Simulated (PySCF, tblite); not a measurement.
Question: What does the GFN2-xTB structure of `C=CC[P@](=O)(O)C1CC1` look like in three dimensions?

Answer: 
```
atom  x, y, z in Å
C1     3.4714   -0.2355    0.3928
C2     2.3016   -0.7974    0.6379
C3     1.0596   -0.0386    0.9478
P4    -0.0371   -0.1678   -0.5315
O5    -0.2612   -1.5236   -1.0448
O6     0.7059    0.7638   -1.6210
C7    -1.5343    0.7738   -0.1138
C8    -2.5856    0.0111    0.6350
C9    -2.7948    0.3448   -0.8019
H10    3.6068    0.8332    0.4395
H11    4.3419   -0.8186    0.1461
H12    2.1796   -1.8704    0.5753
H13    1.2656    1.0123    1.1451
H14    0.5239   -0.4771    1.7913
H15    0.8964    0.2251   -2.3910
H16   -1.3844    1.8204    0.1092
H17   -3.1620    0.5331    1.3843
H18   -2.3687   -1.0192    0.8778
H19   -3.5180    1.1022   -1.0649
H20   -2.7116   -0.4611   -1.5162
```

Any rigid rotation of these coordinates is as good. Atoms count from 1 in this order. The 2 O–P bonds span 1.467 Å (P4=O5, drawn double) to 1.615 Å (P4–O6, drawn single), a spread of 0.148 Å. Of the pairs four or more bonds apart, O5···H20 is among the closest relative to their van der Waals radii: 2.71 Å, 100 % of the sum of Bondi's values. O6 (hydroxyl oxygen) is bent (angle 108.0°). The 3-membered ring C7–C8–C9 has internal angles of 59.6° to 60.2°.

Bonds between heavy atoms (Å): C1=C2 1.321, C2–C3 1.488, C3–P4 1.846, P4=O5 1.467, P4–O6 1.615, P4–C7 1.817, C7–C8 1.499, C8–C9 1.490, C7–C9 1.499.

The geometry is computed with GFN2-xTB (gas phase).

Point group: C1 (no symmetry element, even within 0.4 Å). Its GFN2-xTB frequencies are all real (lowest 37 cm⁻¹). One conformer, not necessarily the lowest (C1–C2–C3–P4 108°, C2–C3–P4–O5 51°, C3–P4–O6–H 122°, C3–P4–C7–C8 -86°).
